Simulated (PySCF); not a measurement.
Electric field gradients and quadrupole coupling constants

Compound: C₆H₉ClO₂.
Numbering: `[CH3:1][CH2:2]/[C:3](=[CH:4]/[O:5][CH3:6])[C:7](=[O:8])[Cl:9]` (hydrogens: H10, H11, H12 on C1; H13, H14 on C2; H15 on C4; H16, H17, H18 on C6)

Geometry (GFN2-xTB, Å), atoms numbered from 1 in this order:
```
atom  x, y, z in Å
C1    -2.4386    0.6866   -0.1058
C2    -1.3249    0.4200    0.9068
C3    -0.2427   -0.4409    0.2966
C4     0.8405    0.1514   -0.2468
O5     1.8523   -0.4573   -0.8594
C6     2.9193    0.3610   -1.2899
C7    -0.5281   -1.8616    0.3314
O8    -1.4634   -2.3851    0.8584
Cl9    0.6522   -2.8905   -0.5016
H10   -2.8747   -0.2521   -0.4355
H11   -3.2209    1.2913    0.3454
H12   -2.0479    1.2126   -0.9742
H13   -1.7442   -0.1044    1.7656
H14   -0.9010    1.3654    1.2480
H15    0.9042    1.2369   -0.1857
H16    3.5691   -0.2753   -1.8870
H17    3.4790    0.7539   -0.4359
H18    2.5611    1.1943   -1.9012
```

Field gradients from the PBE0/pcSseg-1 density (PySCF, non-relativistic), principal values in atomic units, ordered |Vxx| ≤ |Vyy| ≤ |Vzz|:

| atom | Vxx | Vyy | Vzz |
| --- | --- | --- | --- |
| O5 | -0.5063 | -1.3502 | 1.8565 |
| O8 | 0.5440 | 1.0231 | -1.5672 |
| Cl9 | -1.0987 | -2.2521 | 3.3507 |

Problem. Find the asymmetry η = (Vxx − Vyy)/Vzz and the couplings χ = eQV/h (234.96 MHz × Q in barn × V in au), with Q(17O) = −0.0256 b, Q(35Cl) = −0.0817 b.

Solution. 
```
atom           environment  nucleus     η  χzz (MHz)  χxx (MHz)  χyy (MHz)
  O5          ether oxygen      17O  0.45     -11.17       3.05       8.12
  O8       carbonyl oxygen      17O  0.31       9.43      -3.27      -6.15
 Cl9  chlorine bonded to C     35Cl  0.34     -64.32      21.09      43.23
```

Problem. What is Vzz at O5 in SI units (1 au = 9.71736 × 10²¹ V/m²)?

Solution. 1.8565 au = 18.040 × 10²¹ V/m².

Problem. And the gradient at the other heavy atoms, for which no coupling is worked out here?

Solution. 
```csv
atom,environment,Vzz (au),η
C1,methyl carbon,0.080,0.29
C2,allylic carbon,0.114,0.85
C3,fully substituted alkene carbon,-0.110,0.49
C4,vinylic carbon bearing oxygen,-0.387,0.28
C6,methoxy carbon,0.462,0.08
C7,acyl halide carbon,-0.440,0.47
```

Problem. What couplings would deuterons (Q(2H) = 0.00286 b) have in place of the hydrogens, at this geometry?

Solution. 
| atom | bonded to | bond length (Å) | Vzz (au) | η | χzz (kHz) |
| --- | --- | --- | --- | --- | --- |
| H10 | C1 | 1.086 | 0.3138 | 0.02 | 211 |
| H11 | C1 | 1.087 | 0.3176 | 0.02 | 213 |
| H12 | C1 | 1.088 | 0.3149 | 0.03 | 212 |
| H13 | C2 | 1.090 | 0.3008 | 0.04 | 202 |
| H14 | C2 | 1.091 | 0.3065 | 0.04 | 206 |
| H15 | C4 | 1.089 | 0.2988 | 0.11 | 201 |
| H16 | C6 | 1.088 | 0.3031 | 0.08 | 204 |
| H17 | C6 | 1.094 | 0.2916 | 0.09 | 196 |
| H18 | C6 | 1.094 | 0.2919 | 0.09 | 196 |

The structure is a single GFN2-xTB conformer in the gas phase; no vibrational or solvent corrections. GFN2-xTB bond lengths can be off by several hundredths of an ångström, more for odd bonds, and the gradients follow them. With so small a basis the couplings can be 20 % off.
